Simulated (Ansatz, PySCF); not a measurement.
Species: C₄H₅N (charge 0, singlet). SMILES: C=CCC#N
Coordinates optimised at B3LYP-D3(BJ)/def2-TZVP (Ansatz, an electronic-structure program):
```
C
C 1 1.3237
H 2 1.0818 1 121.31
H 2 1.0839 3 116.92 1 -179.95
H 1 1.0845 2 120.50 3 -0.64
C 1 1.5080 5 115.79 2 -179.68
H 6 1.0919 1 110.55 5 -178.15
H 6 1.0950 7 107.17 1 120.20
C 6 1.4621 7 108.75 8 116.05
N 9 1.1496 8 149.92 6 178.33
```

Unscaled harmonic wavenumbers (cm⁻¹) in rising order, each level at the stationary point that it reaches from this structure (no distance between atoms moves by over 0.3 Å); the order of modes can differ between levels, and a negative number is imaginary. B3LYP-D3(BJ)/def2-TZVP (PySCF, at the structure above): 88, 197, 378, 412, 506, 649, 901, 931, 970, 973, 1028, 1135, 1249, 1319, 1336, 1457, 1464, 1715, 2359, 3028, 3079, 3140, 3161, 3226.

HF/6-31G* (Ansatz): 95, 217, 421, 440, 552, 699, 968, 1019, 1036, 1095, 1136, 1236, 1367, 1439, 1468, 1593, 1611, 1881, 2615, 3227, 3281, 3335, 3359, 3419. Zero-point energy 53.6 against 49.6 kcal/mol; where all levels lie over 400 cm⁻¹, the wavenumbers are on average 1.085 times those of B3LYP-D3(BJ)/def2-TZVP.

B3LYP/6-31G* (Ansatz): 89, 197, 381, 409, 501, 646, 903, 936, 959, 975, 1030, 1141, 1258, 1329, 1346, 1473, 1487, 1735, 2370, 3038, 3092, 3163, 3180, 3246. Zero-point energy 49.9 against 49.6 kcal/mol; where all levels lie over 400 cm⁻¹, the wavenumbers are on average 1.004 times those of B3LYP-D3(BJ)/def2-TZVP.
